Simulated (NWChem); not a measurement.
The numbers come from NWChem runs, not from measurements. System: ClIn, charge 1, spin multiplicity 2, at the geometry of a parent with another charge or spin, in a state set for the comparison that need not be this species' ground state. Its SCF solution wasn't tested for a lower state. Level: PBE/x2c-SVPall-2c, spin-orbit ZORA.

Output (cleaned and shortened):

```
             Northwest Computational Chemistry Package (NWChem) 7.3.0
             --------------------------------------------------------

                                NWChem Input Module
                                -------------------

 Scaling coordinates for geometry "geometry" by  1.889725989
 (inverse scale =  0.529177249)

                             Geometry "geometry" -> ""
                             -------------------------

 Output coordinates in angstroms (scale by  1.889725989 to convert to a.u.)

  No.       Tag          Charge          X              Y              Z
 ---- ---------------- ---------- -------------- -------------- --------------
    1 In                  49.0000     0.00000000     0.00000000    -0.63069300
    2 Cl                  17.0000     0.00000000     0.00000000     1.81788100

 Effective nuclear repulsion energy (a.u.)     180.0250465850

            Nuclear Dipole moment (a.u.)
            ----------------------------
        X                 Y               Z
 ---------------- ---------------- ----------------
     0.0000000000     0.0000000000     0.0000377945


 Summary of "ao basis" -> "" (spherical)
 ------------------------------------------------------------------------------
       Tag                 Description            Shells   Functions and Types
 ---------------- ------------------------------  ------  ---------------------
 *                       x2c-svpall-2c                on all atoms

  pbe96 is a nonlocal functional; adding pw91lda local functional.

                                 NWChem DFT Module
                                 -----------------

 Summary of "ao basis" -> "ao basis" (spherical)
 ------------------------------------------------------------------------------
       Tag                 Description            Shells   Functions and Types
 ---------------- ------------------------------  ------  ---------------------
 In                      x2c-svpall-2c              18       50   6s8p4d
 Cl                      x2c-svpall-2c               9       21   4s4p1d

 Summary of "ao basis" -> "ao basis" (spherical)
 ------------------------------------------------------------------------------
       Tag                 Description            Shells   Functions and Types
 ---------------- ------------------------------  ------  ---------------------
 In                      x2c-svpall-2c              18       50   6s8p4d
 Cl                      x2c-svpall-2c               9       21   4s4p1d

            General Information
            -------------------
          SCF calculation type: DFT
          Wavefunction type:  spin polarized.
          No. of atoms     :     2
          No. of electrons :    65
           Alpha electrons :    33
            Beta electrons :    32
          Charge           :     1
          Spin multiplicity:     2
          Use of symmetry is: off; symmetry adaption is: off
          Maximum number of iterations: 100
          AO basis - number of functions:    71
                     number of shells:    27
          Convergence on energy requested:  1.00D-06
          Convergence on density requested:  1.00D-05
          Convergence on gradient requested:  5.00D-04

              XC Information
              --------------
          PerdewBurkeErnzerhof Exchange Functional  1.000
            Perdew 1991 LDA Correlation Functional  1.000 local
           PerdewBurkeErnz. Correlation Functional  1.000 non-local

             Grid Information
             ----------------
          Grid used for XC integration:  fine
          Radial quadrature: Mura-Knowles
          Angular quadrature: Lebedev.
          Tag              B.-S. Rad. Rad. Pts. Rad. Cut. Ang. Pts.
          ---              ---------- --------- --------- ---------
          In                  1.55      141           8.0       974
          Cl                  1.00      123          10.0       770
          Grid pruning is: on
          Number of quadrature shells:   264
          Spatial weights used:  Erf1

          Convergence Information
          -----------------------
          Convergence aids based upon iterative change in
          total energy or number of iterations.
[...]
       Scaling correction =       78.821021481523

 Numeric. integr. density =       65.000000176925

     Total iterative time =     10.8s

                       DFT Final Molecular Orbital Analysis
                       ------------------------------------

 Vector   63  Occ=1.000000D+00  E=-4.951201D-01
              MO Center= -2.4D-08, -1.3D-08,  8.5D-01, r^2= 1.4D+00
  Bfn.         Coefficient        Function           Bfn.         Coefficient        Function
  ----     -------------------  ------------         ----     -------------------  ------------
    65    -0.221174  -0.379251  2 Cl py                64    -0.379250   0.221175  2 Cl px
    62    -0.167522  -0.287254  2 Cl py                61    -0.287253   0.167523  2 Cl px
    56     0.085570   0.146729  2 Cl py                55     0.146728  -0.085571  2 Cl px
    23    -0.033254  -0.057021  1 In py                22    -0.057021   0.033254  1 In px
    20    -0.029150  -0.049985  1 In py                19    -0.049985   0.029151  1 In px

 Vector   64  Occ=1.000000D+00  E=-4.910266D-01
              MO Center= -2.4D-10, -4.1D-10,  5.7D-04, r^2= 1.6D-02
  Bfn.         Coefficient        Function           Bfn.         Coefficient        Function
  ----     -------------------  ------------         ----     -------------------  ------------
   135    -0.436318  -0.000001  2 Cl px               136    -0.000001  -0.436318  2 Cl py
   133    -0.000001  -0.330896  2 Cl py               132    -0.330896  -0.000001  2 Cl px
   127     0.000000   0.163550  2 Cl py               126     0.163550   0.000000  2 Cl px
    94    -0.000000  -0.066373  1 In py                93    -0.066373  -0.000000  1 In px
    91    -0.000000  -0.063780  1 In py                90    -0.063780  -0.000000  1 In px

 Vector   65  Occ=1.000000D+00  E=-4.877685D-01
              MO Center=  6.8D-12,  6.1D-12, -8.0D-07, r^2= 1.8D-06
  Bfn.         Coefficient        Function           Bfn.         Coefficient        Function
  ----     -------------------  ------------         ----     -------------------  ------------
   135    -0.001129   0.440139  2 Cl px               136     0.440139   0.001127  2 Cl py
   133     0.330243   0.000845  2 Cl py               132    -0.000847   0.330243  2 Cl px
   127    -0.168313  -0.000431  2 Cl py               126     0.000432  -0.168313  2 Cl px
    94     0.066715   0.000171  1 In py                93    -0.000171   0.066715  1 In px
    91     0.056202   0.000144  1 In py                90    -0.000144   0.056202  1 In px

 Vector   66  Occ=0.000000D+00  E=-4.680369D-01
              MO Center= -1.0D-10, -2.4D-11,  7.4D-05, r^2= 2.1D-03
  Bfn.         Coefficient        Function           Bfn.         Coefficient        Function
  ----     -------------------  ------------         ----     -------------------  ------------
    76    -0.716945  -0.090370  1 In s                137    -0.486854  -0.061367  2 Cl pz
    75     0.413352   0.052103  1 In s                134    -0.340983  -0.042980  2 Cl pz
    92     0.203654   0.025670  1 In pz                86    -0.170324  -0.021469  1 In pz
   128     0.169945   0.021421  2 Cl pz                95     0.111332   0.014033  1 In pz
    77    -0.110046  -0.013871  1 In s                 74    -0.109285  -0.013775  1 In s

 Vector   67  Occ=0.000000D+00  E=-3.254410D-01
              MO Center= -7.2D-09, -1.1D-08, -3.0D-01, r^2= 1.8D+00
  Bfn.         Coefficient        Function           Bfn.         Coefficient        Function
  ----     -------------------  ------------         ----     -------------------  ------------
    22    -0.389707  -0.175077  1 In px                23    -0.175077   0.389707  1 In py
    19    -0.360280  -0.161857  1 In px                20    -0.161857   0.360280  1 In py
    13     0.253236   0.113767  1 In px                14     0.113767  -0.253236  1 In py
    64     0.126238   0.056713  2 Cl px                65     0.056713  -0.126238  2 Cl py
    10    -0.086720  -0.038959  1 In px                11    -0.038959   0.086720  1 In py

 Vector   68  Occ=0.000000D+00  E=-3.139981D-01
              MO Center= -1.6D-08, -6.7D-09, -3.0D-01, r^2= 1.9D+00
  Bfn.         Coefficient        Function           Bfn.         Coefficient        Function
  ----     -------------------  ------------         ----     -------------------  ------------
    23     0.003263  -0.457740  1 In py                22    -0.457740  -0.003263  1 In px
    20     0.002595  -0.364018  1 In py                19    -0.364018  -0.002595  1 In px
    14    -0.002011   0.282157  1 In py                13     0.282157   0.002011  1 In px
    11     0.001042  -0.146106  1 In py                10    -0.146106  -0.001042  1 In px
    65    -0.000985   0.138145  2 Cl py                64     0.138145   0.000985  2 Cl px

   alpha - beta orbital overlaps
   -----------------------------

   alpha      1      2      3      4      5      6      7      8      9     10
    beta      1      2      3      4      5     52      7      8      9     10
 overlap   1.165  1.498  1.726  1.595  0.707  0.011  1.261  1.261  1.261  1.577

   alpha     11     12     13     14     15     16     17     18     19     20
    beta     11     12     13     14     15      7      8      9     13     14
 overlap   1.577  1.569  1.194  1.194  1.192  0.012  0.012  0.012  0.064  0.064

   alpha     21     22     23     24     25     26     27     28     29     30
    beta     15     64     65     15     13     14     15      7      8      9
 overlap   0.066  0.058  0.058  0.011  0.023  0.023  0.024  0.059  0.059  0.058

   alpha     31     32     33     34     35     36     37     38     39     40
    beta     31     32     33     34     35     36     37     38     39     40
 overlap   1.116  1.116  1.116  1.116  1.116  1.081  1.082  1.079  1.082  1.081

   alpha     41     42     43     44     45     46     47     48     49     50
    beta     36     37     38     39     40     36     37     38     39     40
 overlap   0.037  0.037  0.035  0.037  0.037  0.022  0.022  0.022  0.022  0.022

   alpha     51     52     53     54     55     56     57     58     59     60
    beta     51     52     53     53     55     56     57     64     65      5
 overlap   1.094  1.355  0.590  0.300  1.004  1.004  0.972  0.025  0.025  0.017

   alpha     61     62     63     64     65     66     67     68     69     70
    beta     64     65      5     64     65      5     36     65      5     64
 overlap   0.292  0.292  0.249  0.384  0.384  0.285  0.001  0.013  0.022  0.013

   alpha     71
    beta     40
 overlap   0.001

     --------------------------
     Expectation value of S2:
     --------------------------
      <S2> =      0.7610 (Exact =     0.7500)

     Multipole analysis of the density
     ---------------------------------

     L   x y z        total         alpha         beta         nuclear
     -   - - -        -----         -----         ----         -------
     0   0 0 0      1.000000    -32.998855    -32.001145     66.000000

     1   1 0 0      0.000000     -0.000000      0.000000      0.000000
     1   0 1 0      0.000000      0.000000      0.000000      0.000000
     1   0 0 1     -1.248952     -0.782702     -0.466289      0.000038

     2   2 0 0    -22.822369    -12.167213    -10.655156      0.000000
     2   1 1 0     -0.000000     -0.000000     -0.000000      0.000000
     2   1 0 1      0.000000      0.000000      0.000000      0.000000
     2   0 2 0    -22.822369    -12.167213    -10.655156      0.000000
     2   0 1 1      0.000000     -0.000000      0.000000      0.000000
     2   0 0 2    -19.363141   -150.592111   -138.995830    270.224800

 Task  times  cpu:       16.2s     wall:       16.2s

 Total times  cpu:       16.2s     wall:       16.2s
```

Problem. Write an NWChem input that would produce this output.

Solution. This is not unique; one that fits is 
```
start mol
memory heap 200 mb stack 900 mb global 1100 mb
charge 1
geometry units angstroms nocenter noautoz noautosym
  In     0.000000     0.000000    -0.630693
  Cl     0.000000     0.000000     1.817881
end
basis spherical
  * library x2c-svpall-2c
end
relativistic
  zora on
end
dft
  xc xpbe96 cpbe96
  odft
  mult 2
  semidirect memsize 60000000 filesize 0
  iterations 100
  grid fine
end
task sodft energy
```
